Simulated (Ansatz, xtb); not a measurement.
## C4H6BBrF2: 3 structures ranked

3 gas-phase structures of C4H6BBrF2, from a drawn sample of its isomers (lower ones may exist). Each was relaxed with GFN2-xTB; where two conformers were screened, the lower at r2SCAN-D4/def2-SVP is listed:

A. `C/C(=C\CBr)B(F)F`, a singlet
B. `C=C(Br)CCB(F)F`, a singlet
C. `CC/C(=C\Br)B(F)F`, a singlet

Which do you expect lowest at r2SCAN-D4/def2-SVP, and how would the others follow?

Calculated order at r2SCAN-D4/def2-SVP: C (0.000), A (0.068), B (0.159) eV.

Energies above the lowest of each column, in eV; the last columns are at PBE0-D3(BJ)/def2-SVP geometries:

```tsv
structure	GFN2-xTB	HF/STO-3G	r2SCAN-D4/def2-SVP	PBE0-D3(BJ)/def2-SVP	CCSD(T)/def2-SVP + ΔMP2/def2-TZVPP
C	0.000	0.000	0.000	0.000	0.000
A	0.066	0.219	0.068	0.046	0.026
B	0.131	0.211	0.159	0.129	0.102
```

Every level run on C puts it lowest or level with the lowest. Flexible structures stand in one conformer each, not always the lowest. ΔMP2 is the change of the MP2 energy from the smaller to the larger basis.

Programs: Ansatz 0.2.0, xtb 6.7.1.
